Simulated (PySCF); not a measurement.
Cu(OH2)2 (CuH4O2), SMILES [OH2]->[Cu+]<-[OH2], charge +1, multiplicity 1. Atoms are numbered in the order given.

```xyz
7

Cu     0.0000     0.0000     0.0062
O     -1.8964     0.0472    -0.0442
H     -2.4123     0.3828     0.7119
H     -2.4009    -0.6827    -0.4484
O      1.8964    -0.0472    -0.0442
H      2.4123    -0.3828     0.7119
H      2.4009     0.6827    -0.4484
```
Charge +1, spin multiplicity 1.

Geometry optimised at PBE-D3(BJ)/def2-TZVP. The multiplicity is an assumed one; other spin states were not compared.

Calculation: PBE-D3(BJ)/def2-TZVP run with PySCF.

Frequencies are harmonic and unscaled.

Computed normal modes with their intensities:
```json
[
 {"mode": "1", "ν (cm⁻¹)": "98", "IR (km/mol)": "19.2", "moving atoms (share of kinetic energy)": "H 95 %"},
 {"mode": "2", "ν (cm⁻¹)": "131", "IR (km/mol)": "17.4", "moving atoms (share of kinetic energy)": "O 47 %, Cu 34 %, H 18 %"},
 {"mode": "3", "ν (cm⁻¹)": "131", "IR (km/mol)": "16.2", "moving atoms (share of kinetic energy)": "O 49 %, Cu 35 %, H 17 %"},
 {"mode": "4", "ν (cm⁻¹)": "324", "IR (km/mol)": "196.2", "moving atoms (share of kinetic energy)": "H 83 %, O 17 %"},
 {"mode": "5", "ν (cm⁻¹)": "324", "IR (km/mol)": "314.9", "moving atoms (share of kinetic energy)": "H 83 %, O 16 %"},
 {"mode": "6", "ν (cm⁻¹)": "391", "IR (km/mol)": "0.0", "moving atoms (share of kinetic energy)": "O 88 %, H 12 %"},
 {"mode": "7", "ν (cm⁻¹)": "501", "IR (km/mol)": "5.4", "moving atoms (share of kinetic energy)": "O 56 %, Cu 36 %"},
 {"mode": "8", "ν (cm⁻¹)": "645", "IR (km/mol)": "37.3", "moving atoms (share of kinetic energy)": "H 89 %, O 10 %"},
 {"mode": "9", "ν (cm⁻¹)": "649", "IR (km/mol)": "40.8", "moving atoms (share of kinetic energy)": "H 89 %, O 10 %"},
 {"mode": "10", "ν (cm⁻¹)": "1599", "IR (km/mol)": "15.7", "moving atoms (share of kinetic energy)": "H 92 %"},
 {"mode": "11", "ν (cm⁻¹)": "1599", "IR (km/mol)": "148.1", "moving atoms (share of kinetic energy)": "H 92 %"},
 {"mode": "12", "ν (cm⁻¹)": "3655", "IR (km/mol)": "212.9", "moving atoms (share of kinetic energy)": "H 96 %"},
 {"mode": "13", "ν (cm⁻¹)": "3657", "IR (km/mol)": "7.7", "moving atoms (share of kinetic energy)": "H 96 %"},
 {"mode": "14", "ν (cm⁻¹)": "3736", "IR (km/mol)": "193.6", "moving atoms (share of kinetic energy)": "H 92 %"},
 {"mode": "15", "ν (cm⁻¹)": "3736", "IR (km/mol)": "232.9", "moving atoms (share of kinetic energy)": "H 92 %"}
]
```
